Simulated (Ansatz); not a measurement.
The same path of BFH2O2 + H2 (8 atoms, charge 0, multiplicity 1) was run twice with different band settings. Lost on the way: B1–O2, H7–H8. Made: B1–H7, O2–H8.

Theory: Ansatz 0.2.0, RKS CAM-B3LYP-D4/def2-SVP.

Relaxed end points:

```xyz
8
Properties=species:S:1:pos:R:3
B -0.149 -0.667 -0.129
O 0.021 -0.348 1.180
H -0.809 -0.213 1.651
O 0.900 -0.905 -0.940
H 1.747 -0.826 -0.486
F -1.374 -0.751 -0.642
H 0.213 2.900 1.419
H 0.262 2.139 1.368
```

```xyz
8
Properties=species:S:1:pos:R:3
B 0.047 0.358 -0.372
O 0.046 0.118 1.829
H -0.905 0.006 1.967
O 1.254 -0.145 -0.703
H 1.249 -1.109 -0.758
F -1.047 -0.426 -0.439
H -0.095 1.554 -0.329
H 0.261 0.973 2.226
```

Common settings: movable images 5; climbing image yes; spring 5.0 eV/Å²; optimiser quadratic models (default); start path through a guess of the saddle point; iteration limit 60; end points relaxed.

| run | force threshold |
| --- | --- |
| 1 | 0.05 eV/Å |
| 2 | 0.5 eV/Å |

Q: What does each run give, and how far can it be trusted?

A: Run 1: converged after 54 iterations, highest image 2.148 eV above the first end. Neighbouring images differ by up to 2.1 eV, so the band resolves the path poorly. A vibrational analysis at the climbing image gives one clearly imaginary mode, 1467i cm⁻¹: a first-order saddle point.
Run 2: converged after 17 iterations, highest image 2.193 eV above the first end. The threshold of 0.5 eV/Å is loose, so the images may lie well off the minimum-energy path. The profile has 2 maxima (images 3, 5) with wells between them (image 4): this band takes more than one step, which may be the mechanism or a detour left from its start path. Neighbouring images differ by up to 2.0 eV, so the band resolves the path poorly. The order of the stationary point at the top wasn't checked.
The orbitals stay closed-shell, which can raise the energy where a bond breaks towards radicals; this wasn't checked here.
